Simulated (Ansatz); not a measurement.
Compare A (`NC(O)[SiH2]F`) with its isomer B (`NC(F)[SiH2]O`).

Isolated molecules relaxed with PBE0-D4/def2-TZVP in Ansatz; ΔE leaves out vibrations. CCSD(T)/CBS is the MP2 limit (def2-TZVPP, def2-QZVPP) plus CCSD(T) − MP2 in def2-TZVPP, frozen cores. Functionals use def2-TZVPP. B3LYP here is the variant with VWN-RPA as its local correlation; programs differ in this. Each species was taken in one conformer, which may not be the lowest.

Problem. Which is lower in electronic energy at CCSD(T)/CBS, and by how much? (Best estimate.)

Solution. Ansatz gave: A, by 7.0 kcal/mol.

Problem. Give E(B) − E(A) in kcal/mol with CCSD/def2-TZVPP, ωB97M-V, B3LYP, r2SCAN-D4, HF/def2-TZVPP, MP2/def2-TZVPP, PBE0-D4. (Estimate.)

Solution. The calculation gave: CCSD/def2-TZVPP 6.9, ωB97M-V 5.9, B3LYP 5.4, r2SCAN-D4 5.4, HF/def2-TZVPP 5.9, MP2/def2-TZVPP 7.2, PBE0-D4 6.0. None reverses the order clearly.

Largest T1 diagnostic: 0.012.

In def2-TZVPP, CCSD(T) changes the Hartree–Fock value by +0.9 kcal/mol (the triples alone add −0.0 kcal/mol) and MP2 by +1.3 kcal/mol.
